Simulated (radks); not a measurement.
Q: The chromium ion Cr2+, 22 electrons, occupied as [Ar] 3d4 (the NIST ground configuration). All-electron calculation, non-relativistic Kohn-Sham, SCAN, spin-polarised, spherical densities, point nucleus; open shells are filled with parallel spins first; meta-GGA in the generalised Kohn-Sham scheme. Program: a radial shooting solver on a logarithmic mesh with Libxc functionals. Some entries of the table are withheld. Estimate them.

orbital,occ.,eigenvalue (eV),r(max) (bohr),<r> (bohr)
1s down,1,-5876.751,0.04225,0.06421
1s up,1,-5876.724,0.04225,0.06421
2s up,1,-688.0705,0.2458,0.2956
2s down,1,-685.8427,0.2456,0.2949
2p up,3,(1),(2),0.2611
2p down,3,(3),(4),0.2603
3s up,1,-98.3747,0.7832,(5)
3s down,1,-92.9532,0.7835,(6)
3p up,3,-69.5231,0.8001,0.9571
3p down,3,-64.1708,0.8016,0.9634
3d up,4,-24.4411,0.8174,1.197

A: 
(1) 2p up eigenvalue (eV): -586.2751
(2) 2p up r(max) (bohr): 0.1990
(3) 2p down eigenvalue (eV): -584.6364
(4) 2p down r(max) (bohr): 0.1987
(5) 3s up <r> (bohr): 0.9042
(6) 3s down <r> (bohr): 0.9089
